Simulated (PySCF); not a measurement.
A thermochemical cycle for CsP

PBE0 in PySCF with def2-SVPD on every atom (core potentials on Cs), for the lowest determinant that a PBE0 search found; no spin–orbit coupling. CsP, a triplet (π ↑↑), has De = 1.27 eV to neutral atoms, and CsP⁺, a quartet (σ ↑, π ↑↑), has De = 0.15 eV to Cs⁺ + P.

The adiabatic ionisation energy of CsP, between the minima, is 5.02 eV.

**Question.** Which ionisation energy of the Cs atom does this level give?

**Answer.** IE(Cs) = IE(molecule) + De(ion) − De(neutral) = 5.02 + 0.15 − 1.27 = 3.90 eV; the measured value is 3.894 eV (NIST ASD).

Weak bonds: CsP⁺. Basis-set superposition, not corrected here, can be much of De in a small basis, most of all at correlated wavefunction levels. Spin–orbit coupling is left out, which matters for elements this heavy, above all for dissociation energies. For an ion De counts to the pair picked by the measured ionisation energies or electron affinities, which need not be the lowest pair at this level. States were picked by a PBE0 search and need not be the measured ground states.
